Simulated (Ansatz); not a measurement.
System: CH$_{5}$In (charge 0, singlet). 
Coordinates optimised at B3LYP-D3(BJ)/def2-TZVP (Ansatz, a first-principles code):
SMILES: [CH3][InH2]
```xyz
7

C     -1.8537     0.0738    -0.1101
In     0.3149    -0.0128     0.0174
H     -2.2707    -0.0185     0.8950
H     -2.1749     1.0304    -0.5212
H     -2.2451    -0.7372    -0.7220
H      1.2177     1.4046     0.4597
H      1.1632    -1.4946    -0.3029
```

Quantity: vertical triplet-singlet gap (E(triplet) - E(singlet); each state is the SCF solution reached for its spin), in kJ/mol. Correlated levels leave the core frozen unless marked. UHF or UKS for open shells. Spin-orbit coupling is left out. The frozen core is the preceding noble-gas configuration, with the filled d and f shells of earlier blocks. In def2 rows, elements after Kr have scalar-relativistic effective core potentials. Basis-set limits of correlation are two-point, X^-3; Hartree-Fock from the larger set.

```csv
level,program,vertical triplet-singlet gap (kJ/mol)
SVWN5/def2-TZVPD,Ansatz,405.2
```

Q: What does CCSD(T)/CBS(def2-TZVPPD,def2-QZVPPD) (Ansatz) give?

A: 448.3 kJ/mol, so SVWN5/def2-TZVPD differs from it by -43.1 kJ/mol.
